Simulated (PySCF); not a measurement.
NbO2, neutral, multiplicity 2. Atoms are numbered in the order given.

```xyz
3

Nb     0.0000     0.0000    -0.2922
O      0.0000     1.3606     0.7488
O      0.0000    -1.3606     0.7488
```
Charge 0, spin multiplicity 2.

Geometry optimised at B3LYP-D3(BJ)/def2-TZVP. The multiplicity is an assumed one; other spin states were not compared. The def2 effective core potentials stand for the cores of Nb; spin–orbit coupling is left out.

These are PySCF with TDA-PBE0/def2-TZVPD values and carry that method's errors.

Vertical excitations. 

| state | energy (eV) | λ (nm) | f | main pairs |
|---|---|---|---|---|
| root 1 | 0.99 | 1251 | 0.020 | α HOMO→LUMO 97 % |
| root 2 | 1.45 | 857 | 0.034 | α HOMO→LUMO+1 97 % |
| root 3 | 2.69 | 461 | 0.000 | α HOMO→LUMO+2 99 % |
| root 4 | 3.36 | 369 | 0.000 | α HOMO−1→LUMO 96 % |
| root 5 | 3.70 | 335 | 0.000 | α HOMO−1→LUMO+1 87 % |
| root 6 | 3.76 | 330 | 0.039 | α HOMO→LUMO+3 79 %, β HOMO→LUMO 16 % |
| root 7 | 3.92 | 316 | 0.023 | α HOMO→LUMO+3 13 %, β HOMO→LUMO 73 % |
| root 8 | 4.18 | 297 | 0.000 | β HOMO→LUMO+1 97 % |
| root 9 | 4.27 | 291 | 0.000 | α HOMO−2→LUMO 86 %, β HOMO−1→LUMO+1 6 % |
| root 10 | 4.33 | 286 | 0.000 | α HOMO−3→LUMO 62 %, β HOMO−2→LUMO+1 18 %, β HOMO−1→LUMO+2 5 % |
Unrestricted roots are not spin-pure.
